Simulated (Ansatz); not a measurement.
Ansatz (a quantum-chemistry and plane-wave program) input:

Ansatz 0.2 input:
```yaml
crystal:
  periodic: [false, false, false]
  atoms:
    - {symbol: Si, position_ang: [0.28344064, 0.30471263, 0.59046993]}
    - {symbol: F, position_ang: [1.03207766, 1.44351801, -0.14563200]}
    - {symbol: Cl, position_ang: [-0.77981577, -1.01515524, -0.40917007]}
basis:
  gaussian:
    orbitals: def2-TZVPD
hamiltonian:
  xc: {name: PBE}
total_charge: 1
magnetization: {spin_polarized: true, initial_magnetization: 1}
output: {forces: true}
```

Which total energy does the run end on?

-848.89577 Eh (PBE/def2-TZVPD). The basis has 129 functions.
